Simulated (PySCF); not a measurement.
PySCF 2.14 output of an unrestricted r2SCAN calculation on a single atom or ion in dyall-acv3z, with the spin-free X2C one-electron Hamiltonian (Gaussian nucleus):

```
SCF conv_tol = 1e-09
number electrons alpha = 5  beta = 5
    J. W. Furness, A. D. Kaplan, J. Ning, J. P. Perdew, and J. Sun.,  J. Phys. Chem. Lett. 11, 8208-8215 (2020)
    J. W. Furness, A. D. Kaplan, J. Ning, J. P. Perdew, and J. Sun.,  J. Phys. Chem. Lett. 11, 9248-9248 (2020)
    J. W. Furness, A. D. Kaplan, J. Ning, J. P. Perdew, and J. Sun.,  J. Phys. Chem. Lett. 11, 8208-8215 (2020)
    J. W. Furness, A. D. Kaplan, J. Ning, J. P. Perdew, and J. Sun.,  J. Phys. Chem. Lett. 11, 9248-9248 (2020)
cycle= 1 E= -240.831036847393  delta_E= -0.00343  |g|= 0.00921  |ddm|= 0.0338
cycle= 2 E= -240.831037778538  delta_E= -9.31e-07  |g|= 0.000965  |ddm|= 0.000988
cycle= 3 E= -240.831037824953  delta_E= -4.64e-08  |g|= 0.000381  |ddm|= 0.000119
cycle= 4 E= -240.831037837503  delta_E= -1.25e-08  |g|= 2.48e-05  |ddm|= 4.14e-05
cycle= 5 E= -240.83103783756  delta_E= -5.7e-11  |g|= 8.66e-08  |ddm|= 2.67e-06
converged SCF energy = -240.83103783756  <S^2> = -5.3290705e-15  2S+1 = 1
```

The run itself started from symmetry-adapted Hartree-Fock orbitals and held the occupation by maximum overlap, on a logarithmic radial grid, so the iterations belong to that start.

Problem. Which element, charge and spin multiplicity is this?

Solution. Al³⁺ (aluminium, charge +3), multiplicity 1; the state was [Ne], closed-shell 1S.
